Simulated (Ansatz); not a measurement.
sulfur tetrafluoride (F$_{4}$S), singlet, geometry from GFN2-xTB; Ansatz (a first-principles code) with PBE0/STO-3G.

Input for Ansatz:
Ansatz 0.2 input:
```yaml
crystal:
  periodic: [false, false, false]
  atoms:
    - {symbol: F, position_ang: [-0.23351580, 1.37049839, -0.18841297]}
    - {symbol: S, position_ang: [-0.23503789, -0.19088341, 0.22788938]}
    - {symbol: F, position_ang: [-1.19494998, -0.51329830, -1.12702427]}
    - {symbol: F, position_ang: [0.79561188, 0.18898031, 1.51421678]}
    - {symbol: F, position_ang: [1.05069903, -0.70683211, -0.60391623]}
basis:
  gaussian:
    orbitals: STO-3G
hamiltonian:
  xc: pbe0
```

The log (banner, timings and long lists left out):

```
Functional definition: PBE0
393 factors; integrals over basis functions are off by at most 8.7e-6 eV
mean field evaluation 1: about -21399.5011 eV, gradient 4.0e1 eV
mean field evaluation 2: about -21394.3492 eV, gradient 5.8e1 eV
mean field evaluation 4: about -21406.0221 eV, gradient 2.5e0 eV
mean field evaluation 8: about -21406.1171 eV, gradient 2.1e-2 eV
mean field -21406.11712682 eV, -786.6602948233 hartree, gradient 1.7e-5 eV, S^2 0.000000; 0 other end points of the search recorded, 0 dependent functions left out
reference -21406.11713211 eV, -786.6602950179 hartree; 26, 26 occupied and 3, 3 virtual orbitals, 393 factors
Total energy: -21406.11713211 eV, -786.6602950179 hartree
```
